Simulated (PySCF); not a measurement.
HMoO₃, SMILES [O]=[Mo+](=[O])[OH], charge +1, multiplicity 1. Geometry: PBE-D3(BJ)/def2-SVP. The multiplicity is an assumed one; other spin states were not compared. The isomer is the one that the SMILES or the coordinates give; other isomers of the formula were not compared. The def2 effective core potentials stand for the cores of Mo; spin–orbit coupling is left out. One conformer was computed; it need not be the lowest.

Level of theory: PBE-D3(BJ)/def2-SVP (PySCF 2.14.0).

Harmonic wavenumbers (cm⁻¹): 105, 243, 270, 387, 533, 824, 1014, 1044, 3643. Rotational constants (GHz): 7.209, 5.836, 3.977; symmetry number 1.

Question: Work out the zero-point energy and the ideal-gas rigid-rotor harmonic-oscillator thermochemistry at 298.15 K and 1 atm.

Answer: ZPE = ½ Σ hcν = ½ × 8064 cm⁻¹ = 11.53 kcal/mol. H − E(el) = 15.37 kcal/mol. Entropy in cal/(mol K): translation 40.82, rotation 25.07, vibration 8.68, total 74.57. G − E(el) = -6.87 kcal/mol. Cp = 17.38 cal/(mol K). Modes under 150 cm⁻¹ make the vibrational entropy uncertain.
